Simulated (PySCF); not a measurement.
C6H5NO2 (charge +1 and doublet state).
Geometry (GFN2-xTB, Å), atoms numbered from 1 in this order:
```xyz
14
C6H5NO2 angstrom
C     -2.2475    1.2821    0.5777
C     -1.8842    0.0010    0.3254
C     -0.5760   -0.3696   -0.0781
C     -0.0043   -1.6540   -0.2886
N      1.2764   -1.4947   -0.5829
C      1.5104   -0.1972   -0.5318
C      2.8014    0.4389   -0.8441
O      3.0669    1.5870   -0.6913
O      0.4128    0.5198   -0.2529
H     -1.5325    2.0919    0.5585
H     -3.2718    1.5320    0.8057
H     -2.5922   -0.8124    0.4219
H     -0.4581   -2.6227   -0.1996
H      3.4980   -0.3027   -1.2919
```

The hyperfine couplings belong to this conformer and change with its torsions.

The species is `[CH2+][CH]c1cnc(C=O)o1` [radical] (charge +1).

Theory: PySCF, UKS B3LYP, pcH-1 on C H N O, non-relativistic, mean-field spin-orbit, GIAO. Geometry: GFN2-xTB, one conformer, isolated ion. Couplings are sensitive to structure, and on GFN2-xTB geometries they can be far from those on DFT ones, by a factor of two or more for some ions and for spin on atoms past the first row. The frame is twisted about the C6–C7 bond at this geometry (dihedral N5–C6–C7–H14 = 10°); couplings at other torsion angles weren't computed. Stability of the SCF solution: not tested.

Question: Where do the isotropic ENDOR lines of C6, C1, C2, C4, C7, C3, H11, H10, H13 and H14 fall at 1218.6 mT, to first order?

Answer: ν± = |νn ± a/2|, one line for each electron-spin manifold; νn = |g_N| × 7.62259 MHz/T × B.

```json
{"nuclei": "C6", "isotope": "13C", "g_N": "1.4048", "νn (MHz)": "13.05", "a_iso (MHz)": "35.41", "lower line (MHz)": "4.65", "upper line (MHz)": "30.75"}
{"nuclei": "C1", "isotope": "13C", "g_N": "1.4048", "νn (MHz)": "13.05", "a_iso (MHz)": "31.27", "lower line (MHz)": "2.58", "upper line (MHz)": "28.68"}
{"nuclei": "C2", "isotope": "13C", "g_N": "1.4048", "νn (MHz)": "13.05", "a_iso (MHz)": "-17.66", "lower line (MHz)": "4.22", "upper line (MHz)": "21.88"}
{"nuclei": "C4", "isotope": "13C", "g_N": "1.4048", "νn (MHz)": "13.05", "a_iso (MHz)": "16.08", "lower line (MHz)": "5.01", "upper line (MHz)": "21.09"}
{"nuclei": "C7", "isotope": "13C", "g_N": "1.4048", "νn (MHz)": "13.05", "a_iso (MHz)": "-15.92", "lower line (MHz)": "5.09", "upper line (MHz)": "21.01"}
{"nuclei": "C3", "isotope": "13C", "g_N": "1.4048", "νn (MHz)": "13.05", "a_iso (MHz)": "14.33", "lower line (MHz)": "5.88", "upper line (MHz)": "20.22"}
{"nuclei": "H11", "isotope": "1H", "g_N": "5.5857", "νn (MHz)": "51.88", "a_iso (MHz)": "-27.65", "lower line (MHz)": "38.06", "upper line (MHz)": "65.71"}
{"nuclei": "H10", "isotope": "1H", "g_N": "5.5857", "νn (MHz)": "51.88", "a_iso (MHz)": "-26.67", "lower line (MHz)": "38.55", "upper line (MHz)": "65.22"}
{"nuclei": "H13", "isotope": "1H", "g_N": "5.5857", "νn (MHz)": "51.88", "a_iso (MHz)": "-20.29", "lower line (MHz)": "41.74", "upper line (MHz)": "62.03"}
{"nuclei": "H14", "isotope": "1H", "g_N": "5.5857", "νn (MHz)": "51.88", "a_iso (MHz)": "6.19", "lower line (MHz)": "48.79", "upper line (MHz)": "54.98"}
```

The rows for 13C, of low natural abundance, apply to labelled samples.

Question: Which pairs are centred on the nuclear Larmor frequency, and which on half the coupling?

Answer: Centred on νn, since |a| < 2νn: C2, C4, C7, C3, H11, H10, H13 and H14. Centred on |a|/2 and split by 2νn: C6 and C1.

Question: At what field would the lower line of C3 fall to zero frequency?

Answer: Where νn = |a|/2, that is B = 7.17 MHz/(1.4048 × 7.62259 MHz/T) = 669 mT, as far as first order holds there.

Couplings of abundant isotopes left out: N5 (-2.9 MHz) and H12 (1.2 MHz).

H10 and H11 aren't averaged: C1 is flat or nearly so (angle sum 360°), and its turn about the short C1–C2 bond (1.36 Å) is taken as slow.

On one thread, AMD EPYC 7B13 (x86_64), no GPU, on a shared host, this took 58 s of wall time (grids of density and orbitals included) and 1.1 GiB of memory at its peak.

The SMILES draws the unpaired electron on C2; the largest computed Mulliken spin population is on C1 (0.42 against -0.01).
